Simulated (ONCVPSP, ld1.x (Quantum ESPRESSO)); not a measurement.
**Hardness and transferability of assorted potentials**

Generated with ld1.x 7.5 (TM, RRKJ, ultrasoft, PAW), atompaw 4.2 or ONCVPSP 4.0.1. The cutoff is in Ry: for ld1.x and atompaw files where the sum of valence levels is converged to 10 mRy in a Bessel basis, for ONCV files where the hardest occupied wave has 1 mHa per electron of residual kinetic energy. The error is the largest all-electron minus pseudo excitation energy over each file’s own four to seven test configurations (ionisations up to +4, promotions, holes and added fractions of an electron), all of which were solved. The labels leave out finer settings (local radius, basis sizes, second energies), which also bear on the numbers. Spin-polarised tests are not counted. The rows are a selection from randomly drawn settings: files with unsolved tests, undetermined cutoffs or missed reference levels are left out.

A true bound ghost makes a file unfit for plane-wave use even where its test errors are small: the radial tests pick states by their node count and pass the ghost by.

```tsv
element	potential	cutoff (Ry)	largest error (meV)	bound ghosts
Li	ONCV, PW91, scalar-relativistic, rc 2.05/4.00 (sp), local s, core correction yes, reference 2s0.75 2p0.25, qcut 2.8/2.5, projectors 0/1	4	-3.8	none
Li	ONCV, PBE, scalar-relativistic, rc 0.60/0.50/0.65 (spd), local smoothed, core correction no, reference 1s2, qcut 25.9/13.2/16.6, projectors 2/2/2	308	+38	none
Br	ONCV, PW91, scalar-relativistic, rc 1.25/1.40/0.80 (spd), local smoothed, core correction yes, reference 3d10 4s2 4p4.75, qcut 6.2/5.6/18.6, projectors 2/2/2	291	+23	s
Mo	ONCV, PBE, fully relativistic, rc 1.10/1.90/1.60 (spd), local smoothed, core correction yes, reference 4s2 4p6 4d4, qcut 5.7/6.8/5.6, projectors 2/2/1	334	-29	s
Ba	ONCV, PBE, scalar-relativistic, rc 2.40/3.05/2.40 (spd), local d, core correction yes, reference 5s2 5p6 6s1 6p1, qcut 4.6/4.9/4.1, projectors 2/2/0	16	-1.4	none
Os	ONCV, PBE, fully relativistic, rc 1.75/1.75/1.60/1.05 (spdf), local smoothed, core correction yes, reference 4f14 5s2 5p6 5d6 6s2, qcut 6.8/8.1/6.5/17.9, projectors 2/2/2/2	261	+642	s, p3/2
```

Question: Fill in the row for Tc: ONCV, LDA (Perdew-Wang 92), scalar-relativistic, rc 1.60/1.25/2.15 (spd), local smoothed, core correction yes, reference 4s2 4p6 4d5, qcut 6.6/6.7/6.3, projectors 3/2/3.

Answer: cutoff 135 Ry, largest error +19 meV, bound ghosts: none.

Question: Fill in the row for S: ONCV, LDA (Perdew-Wang 92), non-relativistic, rc 1.45/1.55/1.50 (spd), local smoothed, core correction no, reference 3s2 3p4, qcut 4.7/6.4/6.6, projectors 2/3/1.

Answer: cutoff 37 Ry, largest error +110 meV, bound ghosts: none.

Question: Fill in the row for Ga: TM, PBE, fully relativistic, rc 1.35/2.45 (sp), local s, core correction no, reference 4s1.75 4p1.25.

Answer: cutoff 40 Ry, largest error +97 meV, bound ghosts: p3/2, p1/2.
